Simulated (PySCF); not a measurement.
SCF from a fresh guess for singlet WCl₃⁺, at the PBE0 minimum. PySCF input:

```python
from pyscf import gto, scf, dft
mol = gto.M(atom='''
W      0.000000     0.000000    -0.000000
Cl    -0.001000     0.000000     2.163230
Cl     1.873920    -0.000000    -1.080750
Cl    -1.872910     0.000000    -1.082480''',
    basis={'W': 'def2-SVP', 'Cl': 'def2-SVP'},
    ecp={'W': 'def2-SVP'},
    charge=1, spin=0)
mf = dft.RKS(mol, xc='B3LYP')
mf.grids.atom_grid = (50, 194)
aux = {'W': 'def2-universal-JKFIT', 'Cl': 'def2-universal-JKFIT'}
mf = mf.density_fit(auxbasis=aux)
mf.conv_tol = 1e-08
mf.diis_space = 10
mf.max_cycle = 60
mf.init_guess = 'minao'
mf.verbose = 4
mf.kernel()
```

Excerpt of the output (cycles and frontier levels):

```
init E= -1435.30581251786
  HOMO = -0.387572847122799  LUMO = -0.360477261397382  gap/eV = 0.73731
cycle= 1 E= -1447.06315183571  delta_E= -11.8  |g|= 0.434  |ddm|= 7.22
  HOMO = -0.54382038054345  LUMO = -0.430010542931421  gap/eV = 3.09692
cycle= 2 E= -1446.55008627084  delta_E= 0.513  |g|= 1.52  |ddm|= 1.65
  HOMO = -0.444552788443627  LUMO = -0.354940636226043  gap/eV = 2.43847
cycle= 3 E= -1447.10888459444  delta_E= -0.559  |g|= 0.0782  |ddm|=  1.3
  HOMO = -0.457046393849662  LUMO = -0.365206612797535  gap/eV = 2.49909
cycle= 4 E= -1447.11034347757  delta_E= -0.00146  |g|= 0.0267  |ddm|= 0.114
  HOMO = -0.454148467367399  LUMO = -0.360993311245346  gap/eV = 2.53488
cycle= 5 E= -1447.11054948584  delta_E= -0.000206  |g|= 0.00243  |ddm|= 0.0283
  HOMO = -0.454475883243466  LUMO = -0.361235423397003  gap/eV = 2.53720
cycle= 6 E= -1447.1105511614  delta_E= -1.68e-06  |g|= 0.000286  |ddm|= 0.00358
  HOMO = -0.454477802055251  LUMO = -0.361204258561674  gap/eV = 2.53810
cycle= 7 E= -1447.11055118304  delta_E= -2.16e-08  |g|= 8.55e-05  |ddm|= 0.000599
  HOMO = -0.454481264867894  LUMO = -0.361203633368724  gap/eV = 2.53821
cycle= 8 E= -1447.11055118453  delta_E= -1.49e-09  |g|= 4.14e-05  |ddm|= 0.000122
  HOMO = -0.454477823102488  LUMO = -0.361202814556527  gap/eV = 2.53814
Extra cycle  E= -1447.11055118286  delta_E= 1.67e-09  |g|= 8.32e-05  |ddm|= 0.000153
converged SCF energy = -1447.11055118286
```

No lower solution of this spin was found by a stability analysis within the restricted form, which does not test spin polarisation.

At the minimum of this search the closed-shell solution is unstable towards spin polarisation, so a lower open-shell solution exists. No spin–orbit coupling is included, which matters more the heavier the element.

The search for the lowest solution, with the stability check, took 3.1 s on 2 threads of a shared Arm Neoverse V2 host, with 86 basis functions; the process peaked at 0.3 GiB.
